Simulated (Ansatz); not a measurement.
Start from `O[SiH]1[NH][AlH]1` and change one atom or group to get `Br[SiH]1[NH][AlH]1`.

Ansatz, PBE0-D4/def2-TZVP geometries, multiplicity 1. Each molecule was computed in one conformer, which needn't be the lowest.

Scalar relativity is left out up to krypton.

| property | `O[SiH]1[NH][AlH]1` |
| --- | --- |
| size of the dipole moment (B3LYP/def2-TZVPP) / D | 0.84 |
| LUMO energy (PBE0/def2-TZVPP) / eV | -1.02 |
| size of the dipole moment (PBE/def2-TZVPP) / D | 0.89 |
| HOMO energy (B3LYP/def2-TZVPP) / eV | -6.09 |
| HOMO energy (PBE/def2-TZVPP) / eV | -5.25 |
| zero-point energy (PBE0-D4/def2-TZVP) / kJ/mol | 119.5 |

What does the change do to each property? (Estimate.)

Ansatz gave: 
```csv
property,`Br[SiH]1[NH][AlH]1`,shift
size of the dipole moment (B3LYP/def2-TZVPP) / D,2.75,1.91
LUMO energy (PBE0/def2-TZVPP) / eV,-1.39,-0.37
size of the dipole moment (PBE/def2-TZVPP) / D,2.62,1.73
HOMO energy (B3LYP/def2-TZVPP) / eV,-6.50,-0.41
HOMO energy (PBE/def2-TZVPP) / eV,-5.67,-0.42
zero-point energy (PBE0-D4/def2-TZVP) / kJ/mol,86.2,-33.3
```

With PBE0 the HOMO falls by 0.42 eV and the LUMO falls by 0.37 eV, so the gap widens by about 0.05 eV. PBE moves the HOMO by -0.42 eV and ωB97M-V by -0.40 eV. The zero-point energy changes by -33.3 kJ/mol with -3 modes. Dipoles are sizes alone; their direction can turn.

B3LYP here is the variant with VWN-RPA as its local correlation; programs differ in this.

Spin–orbit coupling is left out; it splits and shifts lone-pair levels of the heavy atoms by tenths of an eV.
